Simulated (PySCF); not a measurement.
Isomers of C6H9FO2, from PBE0-D3(BJ)/def2-SVP geometry optimisation, gas phase (PySCF 2.14.0). One conformer each, no zero-point energy, no frequencies.

Question: Which isomer lies lower at this level?
A. `[CH2:1]=[CH:2][C@H:3]([CH2:4][F:5])[C:6](=[O:7])[O:8][CH3:9]` with C1–C2–C3–C4 -117°, C2–C3–C4–F5 178°, C2–C3–C6–O7 74°, C3–C6–O8–C9 178°: A = 1802, B = 1293, C = 904.2 MHz, dipole 2.18 D
B. `C[C@@H]1O[C@@H](F)C12COC2`: A = 2100, B = 1704, C = 1112 MHz, dipole 2.06 D

Answer: A. That is `C=C[C@H](CF)C(=O)OC`, 24.5 kcal/mol below the other.

| SMILES | mapped SMILES | E (Eh) | relative (kcal/mol) | relative (kJ/mol) | dipole (D) |
| --- | --- | --- | --- | --- | --- |
| C=C[C@H](CF)C(=O)OC | [CH2:1]=[CH:2][C@H:3]([CH2:4][F:5])[C:6](=[O:7])[O:8][CH3:9] | -483.44447 | 0.0 | 0.0 | 2.18 |
| C[C@@H]1O[C@@H](F)C12COC2 | [CH3:1][C@@H:2]1[O:3][C@@H:4]([F:5])[C:6]12[CH2:7][O:8][CH2:9]2 | -483.40544 | 24.5 | 102.5 | 2.06 |

As drawn, the lower has a C=O bond, a C(=O)–O unit and a C=C bond outside aromatic rings, which the higher lacks; the higher has a four-membered ring and a quaternary carbon, which the lower lacks.
